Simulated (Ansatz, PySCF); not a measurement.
HF (SMILES F) and HCl (SMILES Cl) are pulled apart as rigid monomers along the line of their centres of mass, from the B3LYP-D3(BJ)/def2-TZVP minimum. Starting geometry (charge 0, multiplicity 1):
```xyz
4

F     -0.012    -0.084    -0.139
H      0.154     0.134     0.751
Cl    -0.026     0.481     3.007
H     -1.240     0.063     2.989
```

Interaction energies with rigid monomers; basis-set methods are counterpoise corrected unless marked otherwise.

Correlated levels freeze the cores.

Codes used: Ansatz (a program for electronic structure); PySCF for the dispersion terms. 

```tsv
H2···Cl3 (Å)	HF/aug-cc-pV(D+d)Z (meV)	HF/aug-cc-pV(T+d)Z (meV)	B3LYP-D3(BJ)/def2-TZVPPD (meV)	B3LYP-D4/def2-TZVPPD (meV)	SCS-MP2/aug-cc-pV(T+d)Z (meV)
2.06	17.7	10.4	-116.3	-109.6	-52.1
2.29	-58.6	-63.0	-147.8	-141.5	-103.1
2.63	-77.6	-77.6	-123.0	(withheld)	(withheld)
3.20	-52.9	-50.8	-66.0	-62.5	-57.0
4.12	-22.6	-21.8	-23.5	-22.4	-22.5
```

**Question.** Some entries are withheld; supply them.

**Answer.** 
- 2.63, SCS-MP2/aug-cc-pV(T+d)Z (meV): -97.9
- 2.63, B3LYP-D4/def2-TZVPPD (meV): -117.5
